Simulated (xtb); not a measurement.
Cd(Et) (C2H5Cd), SMILES [Cd+][CH2]C, charge +1. All values are semi-empirical tight-binding results from xtb (GFN2-xTB unless named), good for trends rather than for accurate numbers. Geometry optimised at GFN2-xTB. The multiplicity is an assumed one; other spin states were not compared. The isomer is the one that the SMILES or the coordinates give; other isomers of the formula were not compared.

Optimised geometry:

Bonds (Å): Cd1–C2 2.223, C2–C3 1.491, C2–H4 1.096, C2–H5 1.096, C3–H6 1.095, C3–H7 1.095, C3–H8 1.096. Bond angles (°): Cd1–C2–C3 111.0, Cd1–C2–H4 101.5, Cd1–C2–H5 101.5, C3–C2–H4 114.1, C3–C2–H5 114.1, H4–C2–H5 113.3, C2–C3–H6 112.8, C2–C3–H7 112.8, C2–C3–H8 107.0, H6–C3–H7 111.0, H6–C3–H8 106.4, H7–C3–H8 106.4.
Charge +1, spin multiplicity 1.

For metal compounds this method's bond lengths and energies can be far off.

The point group as xtb finds it comes out as Cs. The orbital gap comes out as 3.07 eV, the zero-point energy is 38.4 kcal/mol and the G − E(el) at 298.15 K (modified RRHO) is 20.7 kcal/mol.

Computed atomic charges and the Wiberg bond orders between heavy atoms:
charges (e) Cd1 0.47, C2 -0.05, C3 -0.14, H4 0.16, H5 0.16, H6 0.13, H7 0.13, H8 0.16. Bond orders Cd1–C2 1.00, C2–C3 1.09.
